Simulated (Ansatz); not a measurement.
CH$_{8}$N$_{2}$Si$_{2}$ (`C=N[SiH2]N[SiH3]`). The species carries charge 0 and has multiplicity 1. The structure was optimised at the PBE0-D4/def2-TZVP level. It is one conformer, not always the lowest.

```xyz
13

C     1.618   -1.915    0.753
N     0.391   -1.647    0.802
Si   -0.481   -0.906   -0.516
N    -1.221    0.567   -0.036
Si   -0.538    2.152   -0.081
H     2.262   -1.710   -0.118
H     2.122   -2.382    1.609
H     0.444   -0.607   -1.647
H    -1.531   -1.877   -0.910
H    -2.097    0.472    0.459
H    -0.298    2.703    1.281
H     0.756    2.045   -0.799
H    -1.428    3.107   -0.796
```

(1) What is the dipole moment at ωB97M-V/def2-TZVPP? (An estimate is asked.)

(2) And with PBE, r2SCAN, B3LYP? (Estimate.)

(3) Give the Mulliken charges with ωB97M-V, PBE, B3LYP in def2-TZVPP. (Best estimate.)

## Answers

(1) Computed: 0.51 D, with components (0.50, -0.11, -0.05) D in this frame, pointing from negative to positive charge.

(2) The calculation gave: PBE 0.34 D, r2SCAN 0.41 D, B3LYP 0.46 D.

(3) Computed: 
```
atom  ωB97M-V    PBE  B3LYP
  C1    -0.07  -0.08  -0.09
  N2    -0.29  -0.21  -0.26
 Si3     0.37   0.35   0.45
  N4    -0.35  -0.27  -0.34
 Si5     0.24   0.26   0.34
  H6     0.09   0.07   0.08
  H7     0.11   0.09   0.10
  H8    -0.05  -0.09  -0.10
  H9    -0.04  -0.07  -0.08
 H10     0.10   0.13   0.11
 H11    -0.04  -0.06  -0.07
 H12    -0.03  -0.06  -0.07
 H13    -0.04  -0.06  -0.07
```

B3LYP here is the variant with VWN-RPA as its local correlation; programs differ in this.
